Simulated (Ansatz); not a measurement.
```yaml
crystal:
  periodic: [false, false, false]
  atoms:
    - {symbol: K, position_ang: [0.064588, 1.272424, 2.023138]}
    - {symbol: K, position_ang: [2.320315, -1.613666, 1.208414]}
    - {symbol: K, position_ang: [-2.557475, 1.924145, -1.683523]}
    - {symbol: K, position_ang: [1.190250, 0.302419, -1.955593]}
    - {symbol: K, position_ang: [-1.389826, -1.837738, 0.677918]}
    - {symbol: H, position_ang: [-2.051437, 0.741174, 0.479876]}
    - {symbol: H, position_ang: [0.719814, -2.077490, -0.813296]}
    - {symbol: H, position_ang: [0.204610, -1.262187, 2.673482]}
    - {symbol: H, position_ang: [2.123103, 0.894473, 0.489414]}
    - {symbol: H, position_ang: [-0.623921, 1.656444, -3.099830]}
basis:
  gaussian: {orbitals: def2-mTZVPP}
total_charge: -1
magnetization: {spin_polarized: true, initial_magnetization: 1}
hamiltonian: {xc: {name: B2PLYP}}
scf: {omitted_lower_state_checks: [starts]}
output: {forces: true}
```

```sh
$ ansatz run in.yaml --threads 4 --pin off --events-out ev --progress --plain --max-ram 3916MiB
```

Shortened log:

```
Functional definition: B2PLYP
1350 factors; integrals over basis functions are off by at most 2.8e-4 eV
mean field evaluation 1: about -81671.8677 eV, gradient 1.1e1 eV
mean field evaluation 2: about -81672.0054 eV, gradient 1.1e1 eV
mean field evaluation 4: about -81674.0127 eV, gradient 5.1e-1 eV
mean field evaluation 8: about -81674.0521 eV, gradient 1.5e-1 eV
mean field evaluation 16: about -81674.0609 eV, gradient 4.8e-2 eV
mean field -81674.06479044 eV, -3001.4665203793 hartree, gradient 3.8e-6 eV, S^2 0.750453; 0 other end points of the search recorded, 0 dependent functions left out
25 core orbitals not correlated: weight in the atoms' cores, before any rotation towards them, 1.000 or more for the frozen orbitals, at most 0.000 for the correlated occupied ones
reference -81674.06495260 eV, -3001.4665263383 hartree; 26, 25 occupied and 64, 65 virtual orbitals, 1350 factors
second order -7.84361730 eV of doubles, -0.00000000 eV of singles
mean field evaluation 32: about -81674.0648 eV, gradient 3.8e-6 eV
Total energy: -81676.18272927 eV, -3001.5443531955 hartree
Atom 0 at     0.064588     1.272424     2.023138 Å, force    -0.077929     0.002446    -0.064692 eV/Å
Atom 1 at     2.320315    -1.613666     1.208414 Å, force     0.138557    -0.090404     0.053717 eV/Å
Atom 2 at    -2.557475     1.924145    -1.683523 Å, force    -0.370480     0.166342     0.004426 eV/Å
Atom 3 at     1.190250     0.302419    -1.955593 Å, force    -0.079144     0.027798     0.017334 eV/Å
Atom 4 at    -1.389826    -1.837738     0.677918 Å, force    -0.038829     0.090207    -0.032332 eV/Å
Atom 5 at    -2.051437     0.741174     0.479876 Å, force     0.074156    -0.099367     0.162731 eV/Å
Atom 6 at     0.719814    -2.077490    -0.813296 Å, force     0.015599    -0.116264    -0.108721 eV/Å
Atom 7 at     0.204610    -1.262187     2.673482 Å, force    -0.048506    -0.042660     0.153887 eV/Å
Atom 8 at     2.123103     0.894473     0.489414 Å, force     0.115573     0.110078    -0.014096 eV/Å
Atom 9 at    -0.623921     1.656444    -3.099830 Å, force     0.271002    -0.048176    -0.172254 eV/Å
Dipole moment:     0.830177    -0.913991     1.227100 e Å
Checks for a lower state left out: starts
```

It took 37 s on 4 threads of Arm Neoverse V1 on a shared host, peak host memory 0.69 GiB.

Correlated methods freeze 25 core orbitals; core or outer-core shells of K are correlated, in sets that lack core-valence functions. The highest occupied level of an anion often lies above zero with these methods, and sets without diffuse functions describe the outer electron poorly.

The dipole of an ion depends on the origin.
